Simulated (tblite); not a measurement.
Question: Write a Z-matrix for `CC([C@@H]1C=C(C[SiH2]1)OC)=O` as optimised with GFN2-xTB.

Answer: 
Z-matrix in Å and degrees, rows numbered from 1:
```
C 
O   1  1.4055
C   2  1.3631  1  117.62
C   3  1.3297  2  127.94  1     0.73
C   4  1.4996  3  118.68  2   179.94
C   5  1.4966  4  115.02  3  -115.19
C   6  1.5090  5  115.46  4    29.11
O   6  1.2095  5  122.17  4  -152.97
Si  5  1.9289  4  104.47  3     3.82
C   3  1.5046  2  113.13  1  -179.23
H   1  1.0886  2  106.12  3   179.75
H   1  1.0950  2  111.36  3   -61.17
H   1  1.0947  2  111.27  3    60.74
H   4  1.0787  3  123.69  2    -0.49
H   5  1.0936  4  111.00  3   122.72
H   7  1.0870  6  110.06  5   164.62
H   7  1.0869  6  110.40  5    42.38
H   7  1.0889  6  108.92  5   -76.23
H   9  1.4632  5  113.54  4  -121.03
H   9  1.4636  5  111.66  4   111.98
H  10  1.0894  3  109.30  2    53.87
H  10  1.0906  3  109.40  2   -61.70
```

The C–Si distances run from 1.906 Å (Si9–C10, drawn single) to 1.929 Å (C5–Si9, drawn single), a spread of 0.023 Å. The 5-membered ring C3–C4–C5–Si9–C10 has internal angles of 92.8° to 118.9°; it is almost planar, 0.03 Å rms from its mean plane, widest ring torsion 5°. Of the pairs four or more bonds apart, C1···H14 is among the closest relative to their van der Waals radii: 2.63 Å, 91 % of the sum of Bondi's values. The 3 C–O bonds span 1.209 Å (C6=O8, drawn double) to 1.406 Å (C1–O2, drawn single), a spread of 0.197 Å.

The geometry is computed with GFN2-xTB (gas phase).

Point group: C1 (no symmetry element, even within 0.4 Å). Its GFN2-xTB frequencies are all real (lowest 46 cm⁻¹). One conformer, not necessarily the lowest (C1–O2–C3–C4 1°, C4–C5–C6–C7 29°). 3 starts were optimised and ended at 0.00, 0.76 and 0.77 kcal/mol (GFN2-xTB); the lowest of these is shown.

Hardware: one thread of an Arm Neoverse N1 (shared host). Cost: 4.0 s. These figures are those of the optimisation.
